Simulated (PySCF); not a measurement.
**Electron correlation in Ba(38+) (barium, charge +38)**

[Ar], closed-shell 1S. Calculation: PySCF 2.14, in an uncontracted even-tempered set (18 s from 6.9 bohr⁻², ratio 2.5; 12 p from 9 bohr⁻², ratio 2.5; 5 d from 40 bohr⁻², ratio 2.7; 4 f from 60 bohr⁻², ratio 2.7); scalar relativity by spin-free X2C-1e. Frozen: 1s2; 16 electrons correlated; the 21 highest virtual orbitals of each spin left out.

| level | correlation energy (mhartree) |
| --- | --- |
| CCSD | -661.25 |
| (T) | -1.16 |
| CCSD(T) | -662.41 |

Diagnostics: T1 = 0.00031, D1 = 0.0007, largest double amplitude 0.015.

Cost of the coupled-cluster step: roughly 14 core-seconds, for 16 correlated electrons.

Iterations:

```
CC2 = 0
CCSD nocc = 8, nmo = 85
frozen orbitals [0, 86, 87, 88, 89, 90, 91, 92, 93, 94, 95, 96, 97, 98, 99, 100, 101, 102, 103, 104, 105, 106]
max_cycle = 100
direct = 0
conv_tol = 1e-08
conv_tol_normt = 1e-06
diis_space = 8
diis_start_cycle = 0
Init t2, MP2 energy = -6959.87836370355  E_corr(MP2) -0.651872112358198
Init E_corr(CCSD) = -0.651872112358197
cycle = 1  E_corr(CCSD) = -0.659715166505547  dE = -0.00784305415  norm(t1,t2) = 0.0040929
cycle = 2  E_corr(CCSD) = -0.661065207982527  dE = -0.00135004148  norm(t1,t2) = 0.000622412
cycle = 3  E_corr(CCSD) = -0.661247946281044  dE = -0.000182738299  norm(t1,t2) = 9.79409e-05
cycle = 4  E_corr(CCSD) = -0.661245968650524  dE = 1.97763052e-06  norm(t1,t2) = 2.58977e-06
cycle = 5  E_corr(CCSD) = -0.661245706823001  dE = 2.61827523e-07  norm(t1,t2) = 8.06446e-08
cycle = 6  E_corr(CCSD) = -0.661245708107356  dE = -1.28435496e-09  norm(t1,t2) = 6.79031e-09
CCSD converged
E(CCSD) = -6959.887737299295  E_corr = -0.6612457081073563
CCSD(T) correction = -0.00115844637355427
```

At this charge the one-electron X2C treatment keeps the bare 1/r₁₂, with no two-electron picture change or Breit term. The effect here is smaller than on the frozen 1s shell; and a scalar Hamiltonian misses the large spin-orbit splitting of the p shells, which matters for ns² → np² pairs.
